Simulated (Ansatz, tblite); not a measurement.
Removing and adding an electron: Si(NCS)2Cl2 (SiC2S2N2Cl2). The state is a singlet with charge 0. Geometry: r2SCAN-D4/def2-SVP. Ansatz, gas phase; energy differences of separate SCF runs; the oxidised species was run as a doublet alone; the reduced species was run as a doublet alone.

```xyz
9

Si   -0.6486   -0.5329   -0.2009
N    -0.3208    0.9482   -0.9576
C    -0.1485    1.9873   -1.5420
S     0.0846    3.3417   -2.2963
N     0.5040   -0.7984    1.0134
C     1.2855   -1.0534    1.8939
S     2.3080   -1.3757    3.0378
Cl   -0.5510   -2.0383   -1.5761
Cl   -2.5132   -0.4785    0.6278
```

The xTB rows come from tblite. Correlated methods freeze 29 core orbitals. The rows differ in basis, and correlated rows in double-zeta sets carry the largest basis error. HOMO above LUMO, or a gap near zero within one spin, warns that the state may not be the lowest or that an electron is smeared out.

```tsv
level	−HOMO (eV)	vertical IE (eV)	−LUMO (eV)	vertical EA (eV)	HOMO–LUMO gap (eV)	IE − EA (eV)	remarks
GFN1-xTB	11.44	13.98	7.50	4.97	3.93	9.01	–
HF/def2-SVP	–	9.10	–	–	–	–	spin-contaminated (⟨S²⟩ 0.94) (+1 doublet)
PBE-D4/def2-TZVP	6.81	9.09	2.51	–	4.30	–	gap within one spin near zero (+1 doublet)
PBE0-D4/def2-TZVP	7.95	9.53	1.70	–	6.26	–	–
CAM-B3LYP-D4/def2-TZVP	9.15	9.84	0.61	–	8.54	–	–
CCSD/def2-SVP	–	9.65	–	–	–	–	spin-contaminated (⟨S²⟩ 0.94) (+1 doublet)
```

Task: Estimate the rows for GFN2-xTB, PBE-D4/def2-TZVPD, PBE0-D4/def2-TZVPD, CAM-B3LYP-D4/def2-TZVPD, CCSD(T)/def2-SVP.

Result: 
```tsv
level	−HOMO (eV)	vertical IE (eV)	−LUMO (eV)	vertical EA (eV)	HOMO–LUMO gap (eV)	IE − EA (eV)	remarks
GFN2-xTB	11.54	13.64	7.96	5.79	3.58	7.85	–
PBE-D4/def2-TZVPD	6.86	–	2.59	0.57	4.27	–	HOMO above zero (-1 doublet), gap within one spin near zero (-1 doublet)
PBE0-D4/def2-TZVPD	7.98	–	1.77	0.42	6.21	–	HOMO above zero (-1 doublet)
CAM-B3LYP-D4/def2-TZVPD	9.18	–	0.72	0.24	8.46	–	HOMO above zero (-1 doublet)
CCSD(T)/def2-SVP	–	9.69	–	–	–	–	spin-contaminated (⟨S²⟩ 0.94) (+1 doublet)
```

Run but left out: MP2/def2-SVP (charge +1 doublet: ⟨S²⟩ 0.94, where a pure state has 0.75).   A HOMO above zero means that the electron is unbound at that level or that self-interaction error raises the level; the energy of removing that electron tells which. Raw xTB energy differences between charge states are shifted by several eV; the methods need an empirical correction for them.
